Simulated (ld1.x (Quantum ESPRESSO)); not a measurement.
# Which change was made? (Al, TM)

| Item | Value |
| --- | --- |
| Element | aluminium (Al) |
| Generator | ld1.x (Quantum ESPRESSO) 7.5 |
| Type | norm-conserving Troullier–Martins (Kleinman–Bylander form) |
| Functional | PBE |
| Relativity | scalar-relativistic |
| Frozen core | [Ne] |
| Valence charge | 3 |
| Reference configuration | 3s2 3p0 (charge +1) |
| Partial waves | 3s (bound): rc 1.75 bohr; 3p (bound, empty): rc 2.05 bohr; 3d channel at 0.15 Ry: rc 2.05 bohr |
| Local potential | all-electron potential smoothed inside 1.30 bohr (lloc = -1) |
| Core correction | Bessel-smoothed model core, default radius (core density twice the valence density) |

Cutoffs, loose and tight: the cutoffs (Ry, on a coarse ladder) from which the occupation-weighted sum of valence levels, in a spherical-Bessel basis at the reference potential, stays within 10 and 1 mRy of its value at 400 Ry. They do not see the model core or the augmentation charge, which bear on the density cutoff. Test errors are all-electron minus pseudo excitation energies from the reference, over the configurations 3s2 3p1; 3s1 3p0; 3s2 3p0.5; 3s1 3p2; 3s2 3p1.3; 3s0 3p3; 3s1 3p1; variants that change the core or the reference have their own tests. The largest error is taken over the tests solved by every variant that gives reliable tests at all, those not shown here included: 3s0 3p3; 3s1 3p0; 3s1 3p1; 3s1 3p2.

The base gives: outcome: generated; cutoff, loose: 10 Ry; cutoff, tight: 30 Ry; bound ghosts: none; largest test error (meV): +10.

Task: After one change the result is: outcome: generated; cutoff, loose: 25 Ry; cutoff, tight: 70 Ry; bound ghosts: s; largest test error (meV): +50. Which change was it?
A. all radii but the core radius scaled by about 1.05 (s 1.84, p 2.14, d 2.14 bohr); local potential all-electron potential smoothed inside 1.36 bohr (lloc = -1)
B. all radii but the core radius scaled by about 0.74 (s 1.30, p 1.52, d 1.52 bohr); local potential all-electron potential smoothed inside 0.96 bohr (lloc = -1)
C. all radii but the core radius scaled by about 1.22 (s 2.12, p 2.50, d 2.50 bohr); local potential all-electron potential smoothed inside 1.58 bohr (lloc = -1)
D. all radii but the core radius scaled by about 0.84 (s 1.46, p 1.72, d 1.72 bohr); local potential all-electron potential smoothed inside 1.10 bohr (lloc = -1)

Result: D. The others give: all radii but the core radius scaled by about 0.74 (s 1.30, p 1.52, d 1.52 bohr); local potential all-electron potential smoothed inside 0.96 bohr (lloc = -1) → outcome: generated; cutoff, loose: 45 Ry; cutoff, tight: 120 Ry; bound ghosts: s; largest test error (meV): -55 | all radii but the core radius scaled by about 1.05 (s 1.84, p 2.14, d 2.14 bohr); local potential all-electron potential smoothed inside 1.36 bohr (lloc = -1) → outcome: generated; cutoff, loose: 10 Ry; cutoff, tight: 30 Ry; bound ghosts: none; largest test error (meV): -11 | all radii but the core radius scaled by about 1.22 (s 2.12, p 2.50, d 2.50 bohr); local potential all-electron potential smoothed inside 1.58 bohr (lloc = -1) → outcome: generated; cutoff, loose: 10 Ry; cutoff, tight: 25 Ry; bound ghosts: none; largest test error (meV): -18.
